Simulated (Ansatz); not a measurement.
Consider the isomerisation: `[S][GeH2][Cl]`• → `[SH][GeH][Cl]`•.

Gas-phase electronic energies from Ansatz, PBE0-D4/def2-TZVP geometries. CCSD(T)/CBS is the MP2 limit (def2-TZVPP, def2-QZVPP) plus CCSD(T) − MP2 in def2-TZVPP, frozen cores. DFT in def2-TZVPP. No spin–orbit coupling; open shells (•) take unrestricted orbitals. For Ge outer-core shells are correlated without core-valence functions, which leaves a few kJ/mol of doubt a bond. Scalar relativity is left out up to krypton. One conformer a species, not always the lowest.

CCSD(T)/CBS gives -31.6 kJ/mol.

Another level gave -28.1 kJ/mol. Which?
A. r2SCAN0-D4/def2-TZVPP
B. PBE-D4/def2-TZVPP
C. PBE0-D4/def2-TZVPP
D. LC-ωPBE/def2-TZVPP

D. LC-ωPBE -28.1, r2SCAN0-D4 -37.4, PBE-D4 -54.3, PBE0-D4 -43.1 kJ/mol.

What do rigid-rotor, harmonic-oscillator terms from PBE0-D4/def2-TZVP frequencies (298.15 K, 1 bar) make of the CCSD(T)/CBS value? (Best estimate.)

The calculation gave: ΔZPE = -0.1 kJ/mol, ΔH = -30.7 kJ/mol, ΔS = 7 J/(mol·K), ΔG = -32.9 kJ/mol. Open shells count their whole term as degenerate.

Largest T1 diagnostic among the species: 0.014.

In def2-TZVPP, CCSD(T) changes the Hartree–Fock value by −27.9 kJ/mol (the triples alone add −5.2 kJ/mol) and MP2 by −36.1 kJ/mol. Leaving LDA and LC-ωPBE aside and taking each functional with its dispersion term where it has one, the values, not all of them listed here, spread over 26.5 kJ/mol, from PBE-D4 to BHLYP-D4. LDA lies −9.4 kJ/mol from PBE without D4. At CCSD(T), def2-SVP lies +10.2 kJ/mol from the extrapolated value and def2-TZVPP +3.3 kJ/mol.
